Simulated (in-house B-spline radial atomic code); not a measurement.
Xe V (Xe4+): [Ne] 3s2 (3p1/2)2 (3p3/2)3 (3d3/2)4 (3d5/2)5 4s2 4p6 4d10 5s2 5p4 (with a hole in an inner shell)

All numbers are computed (Dirac-Kohn-Sham relativistic LDA, spherical fractional occupations; Fermi nucleus of rms radius 4.7859 fm) with a B-spline radial code for spherical atoms, not measured.

Z_r = [3n² - l(l+1)]/(2<r>); Z_e = n√(-2ε); the last column is Slater's effective charge. Values are occupation-weighted means over j. An effective charge above Z reflects the relativistic contraction of the inner shells.

```csv
shell,electrons,ε (eV),<r> (bohr),Z_r,Z_e,Slater
1s,2,-34298,0.02676,56.06,50.21,53.70
2s,2,-5468.1,0.1144,52.43,40.09,49.85
2p,6,-4940.7,0.1002,49.92,38.11,49.85
3s,2,-1208.1,0.3037,44.45,28.27,43.10
3p,5,-1040.1,0.2997,41.71,26.23,43.10
3d,9,-778.4,0.2754,38.13,22.69,34.20
4s,2,-271.48,0.6939,34.59,17.87,27.95
4p,6,-214.37,0.7322,31.41,15.88,27.95
4d,10,-129.19,0.8073,26.01,12.33,16.85
5s,2,-68.794,1.607,23.33,11.24,10.95
5p,4,-53.526,1.802,20.26,9.92,10.95
```

The least bound orbital is 5p3/2 at -52.77 eV, and it is also the most diffuse (<r> = 1.821 bohr). The part-filled 3p shell lies below the filled 5s shell in orbital energy.

For the 1s electron the small component carries 3.94 % of the norm, the zero-frequency Breit interaction raises the level by 86.01 eV, self-energy by 49.53 eV, and vacuum polarisation lowers it by 6.937 eV.
